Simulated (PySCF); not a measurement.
SMILES N[SiH2][SiH2][Si](F)(F)F (H₆F₃NSi₃) (B3LYP/def2-SVP optimised geometry):

```
13

Si    -2.424     0.659     0.006
F     -2.969    -0.082     1.333
F     -3.156     2.096    -0.050
F     -2.981    -0.187    -1.252
Si    -0.094     0.766     0.000
Si     0.914    -1.390     0.000
N      2.650    -1.390     0.000
H      0.300     1.553    -1.209
H      0.298     1.555     1.209
H      0.441    -2.096     1.225
H      0.438    -2.096    -1.224
H      3.156    -1.100    -0.833
H      3.154    -1.111     0.838
```

Computed with B3LYP/def2-TZVP (PySCF 2.14.0).

What are the frontier orbital energies and the dipole moment?

HOMO-2 -9.22 eV, HOMO-1 -9.12 eV, HOMO -7.23 eV, LUMO -1.03 eV, LUMO+1 -0.48 eV; dipole moment 4.15 D.

Meta-Löwdin charges at B3LYP/def2-TZVP: Si1 1.45, F2 -0.49, F3 -0.49, F4 -0.49, Si5 0.03, Si6 0.57, N7 -0.72, H8 -0.07, H9 -0.07, H10 -0.10, H11 -0.10, H12 0.24, H13 0.24.
